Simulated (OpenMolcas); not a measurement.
A calculation on B.

```yaml
Program: OpenMolcas 26.06
Method: "SS-RASPT2, IPEA 0.25 Eh, imaginary shift 0.1 Eh (closed shells correlated: 1s)"
Basis: ANO-RCC-VTZP [4s3p2d1f]
Scalar_Hamiltonian: DKH2, point nucleus
Active_space: 3 electrons in 9 orbitals (RAS2 2s 2p; RAS3 3d, at most 2 electrons)
State_averaging: 2S+1 = 4 odd, 1 root (0 in the spin-orbit step); 2S+1 = 2 odd, 3 roots; 2S+1 = 4 even, 3 roots
Spin-orbit_coupling: state interaction with AMFI integrals over the reference wave functions, term energies averaged over their components
```

Q: Which level of the active space comes out lowest?

A: 2s² 2p ²P°_1/2, with 100 % of that term; it is also the measured ground level.

Q: How high does 2s 2p² ⁴P_3/2 lie?

A: 3.489 eV above the lowest level; measured 3.5800 eV above the ground level, so the calculation is off by -3 %.

Q: How high does 2s 2p² ⁴P_1/2 lie?

A: 3.488 eV above the lowest level; measured 3.5794 eV above the ground level, so the calculation is off by -3 %.

Q: How high does 2s² 2p ²P°_3/2 lie?

A: 0.0018 eV above the lowest level; measured 0.0019 eV above the ground level, so the calculation is off by -5 %.

Measured values: NIST Handbook of Basic Atomic Spectroscopic Data.

Active for correlation alone: 3d; no level in the range computed is led by a configuration that fills it, so any true level of that kind is missing. Computed and measured levels are paired by configuration, term and J; levels that our copy of the source lacks, or whose pairing is in doubt (as where it misses far off the trend of its configuration), stay unpaired and out of the deviations. Levels of configurations outside the active space are missing.

° marks odd parity.
